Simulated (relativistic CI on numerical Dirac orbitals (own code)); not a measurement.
# Hyperfine structure of Cu14+, mass number 65

Computed by Dirac-Coulomb-Breit CI, KLI orbitals optimised for each configuration, model QED (radiative potential, 1s self-energy scaled to tabulated hydrogen-like ionisation energies), unscaled Slater integrals (own radial code, finite nucleus).

Configuration list (outside the closed core [Ne]): 3s²3p³, 3s3p⁴, 3s²3p²3d, 3p⁵, 3s3p³3d, 3p⁴3d, 3s3p²3d², 3s²3p²4s, 3s²3p3d4p, 3p⁴4s, 3s²3p²4p, 3p⁴4p, 3s3p²3d4s, 3s²3p3d², 3s²3d³, 3s3p3d³, 3s²3d²4s, 3s²3d²4p, 3p³3d², 3p²3d³, 3p²3d²4s, 3p²3d²4p, 3s²3p3d4s, 3s3p3d²4s, 3s²3d4s², 3s²3d4s4p. Double excitations out of closed p, d and f shells are left out; levels of such configurations are missing from the list, as are those of other unlisted configurations, and high levels can miss mixing partners.

Nuclear spin I = 3/2, μ = 2.3844 μN, Q = -0.204 b (tables of Stone and Pyykkö). The electronic factors are computed for point nuclear moments, without core polarisation or the Bohr-Weisskopf and QED corrections.

```json
{"Level": "3s²3p³ ²D°3/2", "E (cm⁻¹)": "51540", "A (MHz)": "10390", "B (MHz)": "-2450"}
{"Level": "3s²3p³ ²D°5/2", "E (cm⁻¹)": "61415", "A (MHz)": "20330", "B (MHz)": "14"}
{"Level": "3s²3p³ ²P°1/2", "E (cm⁻¹)": "95156", "A (MHz)": "56930", "B (MHz)": ""}
{"Level": "3s²3p³ ²P°3/2", "E (cm⁻¹)": "109849", "A (MHz)": "11640", "B (MHz)": "2580"}
{"Level": "3s3p⁴ ⁴P5/2", "E (cm⁻¹)": "337403", "A (MHz)": "44260", "B (MHz)": "-2190"}
{"Level": "3s3p⁴ ⁴P3/2", "E (cm⁻¹)": "354773", "A (MHz)": "38820", "B (MHz)": "1850"}
{"Level": "3s3p⁴ ⁴P1/2", "E (cm⁻¹)": "361635", "A (MHz)": "91780", "B (MHz)": ""}
{"Level": "3s3p⁴ ²D3/2", "E (cm⁻¹)": "421858", "A (MHz)": "-9668", "B (MHz)": "3220"}
```

Levels with J = 0, under 50 % of one LS term, or S terms without an open s electron are left out. Small factors come from cancelling terms and can be off by tens of per cent or more.

At this charge energies of transitions that change n are usually good to better than 1 %, and those within a shell (Δn = 0) to a few per cent.

(1) Give the hyperfine levels of 3s²3p³ ²D°5/2 relative to its centre of gravity.

Answers

(1) With K = F(F + 1) − I(I + 1) − J(J + 1), E = AK/2 + B[¾K(K + 1) − I(I + 1)J(J + 1)]/[2I(2I − 1)J(2J − 1)]: F = 1: -106700, F = 2: -66090, F = 3: -5091, F = 4: 76260 MHz.

LS names give the leading component of a level, which can be under half, so a name can repeat, a term be missing and a line seem to break the LS rules.
